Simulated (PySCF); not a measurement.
**Electron correlation in Mg⁹⁺ (magnesium, charge +9)**

[He] 2s1, 2S determinant. All numbers are calculated (PySCF 2.14, scalar relativity by spin-free X2C-1e, in an even-tempered Gaussian basis (19 s from 0.9 bohr⁻², ratio 2.2; 9 p from 1.5 bohr⁻², ratio 2.4; 6 d from 4.5 bohr⁻², ratio 2.4; 5 f from 6.7 bohr⁻², ratio 2.4; 5 g from 10 bohr⁻², ratio 2.4)). Frozen: nothing; 3 electrons correlated; the 12 highest virtual orbitals of each spin left out.

MP2 pair energies summed by pair of shells (mhartree):

```json
{"pair": "1s-1s", "energy": "-42.85", "share (%)": "85.4"}
{"pair": "1s-2s", "energy": "-7.30", "share (%)": "14.6"}
```

Total MP2 correlation energy: -50.15 mhartree.

Same-spin part -1.73 and opposite-spin part -48.41 mhartree; SCS-MP2 scales them by 1/3 and 6/5 to -58.67 mhartree.
